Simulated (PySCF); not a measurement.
**Radial density of Ba (barium, neutral)**

M06, [Xe] 6s2, closed-shell 1S. All numbers are calculated (PySCF 2.14, the spin-free X2C one-electron Hamiltonian (Gaussian nucleus), in aug-cc-pVTZ-X2C).

```csv
r (bohr),4πr²ρ (e/bohr)
0.0272,66.54
0.0458,70.50
0.0770,95.75
0.130,71.76
0.218,81.79
0.367,38.87
0.617,33.06
1.04,13.40
1.74,6.076
2.93,1.400
4.93,0.4968
8.30,0.04629
14.0,0.0003452
```

Densities and radii are taken from the X2C orbitals without a picture-change correction, which distorts them close to the nucleus.

Spin-orbit coupling, which splits the p, d and f shells strongly at this Z, is absent.
